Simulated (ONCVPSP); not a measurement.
# H: one change to an ONCV potential, before and after

* Element: hydrogen (H)
* Generator: ONCVPSP 4.0.1
* Type: optimised norm-conserving Vanderbilt (ONCV)
* Functional: PBEsol
* Relativity: fully relativistic
* Frozen core: none
* Valence charge: 1
* Reference configuration: 1s0.5 (charge +0.5)
* Partial waves: 1s: rc 1.35 bohr, ncon 4, nbas 7, qcut 10 1/bohr, 2 projectors, debl 2.6 Ha; p scattering state at 0.04 Ha: rc 1.40 bohr, ncon 4, nbas 7, qcut 5.7 1/bohr, 3 projectors, debl 2.1 Ha
* Local potential: polynomial inside 1.30 bohr (lpopt 5, dvloc0 -1 Ha)
* Core correction: none

Open shells are filled in proportion to 2j + 1.

All-electron outer shells of the reference configuration (PBEsol, scalar-relativistic, ld1.x):

| shell | level (eV) | outermost node (bohr) | outermost maximum (bohr) |
| --- | --- | --- | --- |
| 1s | -12.42 | – | 0.95 |

Change: s: rc 1.94.

Cutoffs: the cutoffs (Ha) at which the residual kinetic energy of the hardest occupied pseudo-wave falls to 1 and 0.1 mHa per electron; they do not see the model core or the augmentation charge, which bear on the density cutoff. Errors are all-electron minus pseudo energies relative to the spin-unpolarised reference configuration.

Predict the effect on cutoff, ghosts and configuration errors.

The potential gets softer (18 Ha and 26 Ha → 12 Ha and 16 Ha); neither file shows a bound ghost. A larger radius leaves more room for a smooth pseudo-wave, so fewer plane waves are needed.

| quantity | base | changed |
| --- | --- | --- |
| cutoff, loose | 18 Ha | 12 Ha |
| cutoff, tight | 26 Ha | 16 Ha |
| bound ghosts | none | none |
| GHOST(+) flags under 300 eV | none | none |
| error for 1s1, meV [ΔE -4.66 eV] | +1.2 | +4.9 |
| p3/2: phases at 1.42 bohr within 0.05 rad from the reference energy up to (Ha; the scan ends near 5) | to the end of the scan | to the end of the scan |
| p1/2: phases at 1.42 bohr within 0.05 rad from the reference energy up to (Ha; the scan ends near 5) | to the end of the scan | to the end of the scan |
